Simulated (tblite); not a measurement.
C₆H₁₁ClSSi.
Numbering: `[CH3:1][C:2]#[C:3][CH2:4][S:5][Si@@H:6]([Cl:7])[CH2:8][CH3:9]` (hydrogens: H10, H11, H12 on C1; H13, H14 on C4; H15 on Si6; H16, H17 on C8; H18, H19, H20 on C9)

Computed with GFN2-xTB (tblite), gas phase: L-BFGS steps from a force-field or distance-geometry start until the largest atomic force falls under 0.01 eV/Å.

Step 75: E = -761.5298 eV
```
atom  x, y, z in Å  |  force x, y, z in eV/Å
C1     -3.8663    1.0257    0.5974    0.006  -0.009  -0.003
C2     -2.9975   -0.0364    0.1423   -0.002  -0.008   0.007
C3     -2.3092   -0.9511   -0.2171    0.000   0.004   0.009
C4     -1.4232   -1.9792   -0.6919   -0.012   0.006   0.010
S5     -0.0142   -1.2698   -1.6519    0.016   0.006   0.001
Si6     1.0260   -0.2430   -0.0785   -0.013   0.018  -0.040
Cl7     1.3575   -1.5128    1.4623   -0.010  -0.037   0.037
C8      2.6761    0.3714   -0.7805    0.000   0.004   0.009
C9      3.5510    0.9894    0.3048    0.007  -0.005  -0.015
H10    -3.2738    1.8449    1.0049   -0.005  -0.011  -0.005
H11    -4.5337    0.6519    1.3738    0.000   0.011  -0.009
H12    -4.4624    1.3986   -0.2353   -0.001   0.001   0.015
H13    -1.0025   -2.5570    0.1322   -0.002   0.004  -0.003
H14    -1.9361   -2.6453   -1.3865    0.019   0.013  -0.011
H15     0.1792    0.8317    0.4299    0.005  -0.004  -0.019
H16     3.2175   -0.4497   -1.2555   -0.014   0.002   0.019
H17     2.4917    1.1093   -1.5619   -0.002  -0.007   0.015
H18     3.7581    0.2637    1.0884   -0.002   0.023  -0.006
H19     4.5015    1.3224   -0.1075   -0.008   0.009  -0.006
H20     3.0552    1.8460    0.7568    0.017  -0.021  -0.007
```

Step 76: E = -761.5301 eV
```
atom  x, y, z in Å  |  force x, y, z in eV/Å
C1     -3.8658    1.0245    0.5991    0.006  -0.007  -0.001
C2     -2.9956   -0.0351    0.1415   -0.004  -0.015   0.004
C3     -2.3064   -0.9489   -0.2186    0.000  -0.001   0.010
C4     -1.4232   -1.9789   -0.6944   -0.008   0.005   0.006
S5     -0.0087   -1.2742   -1.6505    0.004  -0.002  -0.008
Si6     1.0255   -0.2430   -0.0767   -0.014   0.035  -0.051
Cl7     1.3488   -1.5048    1.4707   -0.004  -0.046   0.048
C8      2.6763    0.3699   -0.7793    0.002   0.003   0.022
C9      3.5527    0.9896    0.3038    0.004  -0.001  -0.011
H10    -3.2741    1.8433    1.0077   -0.001  -0.001   0.001
H11    -4.5322    0.6480    1.3748   -0.002   0.007   0.002
H12    -4.4641    1.3987   -0.2311    0.000   0.002   0.001
H13    -1.0052   -2.5607    0.1281   -0.007   0.007   0.001
H14    -1.9388   -2.6414   -1.3909    0.027   0.015  -0.012
H15     0.1745    0.8333    0.4217    0.011  -0.004  -0.017
H16     3.2184   -0.4514   -1.2535   -0.023   0.006   0.016
H17     2.4901    1.1075   -1.5606    0.003  -0.012   0.012
H18     3.7620    0.2663    1.0886   -0.005   0.008   0.000
H19     4.5024    1.3213   -0.1104   -0.001   0.016  -0.012
H20     3.0583    1.8468    0.7560    0.012  -0.015  -0.011
```

Q: Estimate the geometry and energy of step 77. (The exact step hangs on the optimiser's Hessian estimate; all steps are aligned on step 76, rigid shifts and turns removed.)

A: E = -761.5304 eV, largest force 0.045 eV/Å
```
atom  x, y, z in Å  |  force x, y, z in eV/Å
C1     -3.8604    1.0210    0.6040    0.004  -0.002   0.000
C2     -2.9911   -0.0374    0.1425   -0.003  -0.023  -0.002
C3     -2.3020   -0.9503   -0.2198   -0.002  -0.001   0.011
C4     -1.4216   -1.9815   -0.6980    0.001   0.001  -0.001
S5     -0.0039   -1.2802   -1.6530   -0.006  -0.003  -0.006
Si6     1.0189   -0.2344   -0.0815   -0.016   0.035  -0.024
Cl7     1.3263   -1.4826    1.4832   -0.008  -0.019   0.019
C8      2.6756    0.3699   -0.7792   -0.001   0.007   0.030
C9      3.5529    0.9865    0.3051    0.017  -0.003  -0.002
H10    -3.2676    1.8380    1.0137    0.003   0.008   0.006
H11    -4.5257    0.6431    1.3794   -0.005   0.000   0.013
H12    -4.4609    1.3984   -0.2228    0.002   0.001  -0.011
H13    -1.0038   -2.5663    0.1225   -0.013   0.010   0.006
H14    -1.9396   -2.6413   -1.3952    0.030   0.016  -0.013
H15     0.1631    0.8494    0.3964    0.032  -0.026  -0.019
H16     3.2163   -0.4537   -1.2512   -0.032   0.011   0.012
H17     2.4933    1.1089   -1.5607    0.011  -0.025   0.016
H18     3.7571    0.2640    1.0924   -0.011   0.009  -0.013
H19     4.5058    1.3125   -0.1074   -0.014   0.014  -0.009
H20     3.0623    1.8468    0.7555    0.009  -0.011  -0.013
```

The energy changes by -0.0003 eV. The first-order estimate −F·Δx gives -0.0005 eV and the mean of the old and new forces, exact on a quadratic surface, -0.0003 eV. The step makes an angle of 86° with the force vector and moves no atom by more than 0.034 Å.

The cost below is that of the whole relaxation. Time: 1.6 s wall. Hardware: one thread of an Arm Neoverse V1, shared host.
